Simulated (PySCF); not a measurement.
CH6GeO3. Atoms are numbered in the order given.

```xyz
11

Ge     0.2901    -0.0032     0.3664
O      1.5631     1.1748     0.0132
O      0.7793    -1.6159    -0.1837
O     -1.0806     0.6095    -0.5898
C     -2.3049    -0.0921    -0.6474
H     -0.0305    -0.1501     1.8553
H      1.2223     1.8826    -0.5524
H      1.2194    -1.5931    -1.0447
H     -2.9913     0.4592    -1.3098
H     -2.7885    -0.1761     0.3454
H     -2.1808    -1.1136    -1.0525
```

The structure is a stationary point at B3LYP-D3(BJ)/def2-SVP. The structure was generated by enumeration, and PubChem lists no compound with its InChIKey, so it may never have been made. One conformer was computed; it need not be the lowest.

Computed with HF/def2-TZVP (PySCF).

```json
{
  "total_energy": "-2341.50536 hartree",
  "highest_occupied_level": "-12.29 eV",
  "lowest_empty_level": "3.49 eV",
  "orbital_gap": "15.77 eV",
  "dipole_moment": "1.72 D",
  "quadrupole, principal values (traceless, Buckingham form, about the centre of nuclear charge)": "-4.25, -2.09, 6.34 D·Å",
  "mean_static_polarisability": "45.3 bohr³ (6.71 Å³)",
  "polarisability_principal_values": "42.8, 43.9, 49.1 bohr³"
}
```
